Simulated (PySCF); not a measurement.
SMILES C[Si](O)(O)C#C[SiH3] (C3H8O2Si2), singlet at its GFN2-xTB optimised geometry (Å):

```
15

Si    -3.0716     0.2066     0.0000
C     -1.2236     0.2066     0.0000
C     -0.0131     0.2143    -0.0042
Si     1.8504     0.1949    -0.0121
C      2.4610    -1.4108    -0.8077
O      2.3902     0.4256     1.5190
O      2.4589     1.4254    -0.8778
H     -3.5388     1.5960     0.0000
H     -3.5393    -0.4961    -1.1982
H     -3.5299    -0.4856     1.2096
H      2.0088    -2.2824    -0.3431
H      2.2122    -1.4369    -1.8628
H      3.5393    -1.5074    -0.7210
H      2.1728    -0.1952     2.2067
H      2.5611     2.2824    -0.4727
```

Computed with PBE0/def2-TZVP (PySCF).

Map of the log10 of the electron density (e/bohr³), floored at −4 on the plane z = 1.0 Å:

```
|0000000000000000000000000000000|
|0000000000000000000000000000000|
|0000000000000000000000000000000|
|0000000000000000000000000000000|
|0000000000000000000000000000000|
|0000000000000000000000000000000|
|0000000000000000000000000000000|
|0000000000000000000000000000000|
|0000112210000000000011100000000|
|0001233332111111111222210000000|
|0002344443222222222333321000000|
|0012455554334444334455543100000|
|0012456655455555545677654210000|
|0013456665566666656789865310000|
|0013567766666776666899975310000|
|0024578876666776666789875310000|
|0024679876566666655677754210000|
|0023578765555555544556543200000|
|0013456654333443333444432100000|
|0001344443222222222333322100000|
|0000122221111111112333321000000|
|0000001000000000012233211000000|
|0000000000000000001222110000000|
|0000000000000000000111000000000|
|0000000000000000000000000000000|
|0000000000000000000000000000000|
|0000000000000000000000000000000|
|0000000000000000000000000000000|
|0000000000000000000000000000000|
|0000000000000000000000000000000|
|0000000000000000000000000000000|
```
Scale: ten equal steps from -4.00 (start of '0') to -0.348 (end of '9'), in the order '0123456789'; x runs from -6.00 to 6.00, y from -6.00 (bottom) to 6.00 (top).
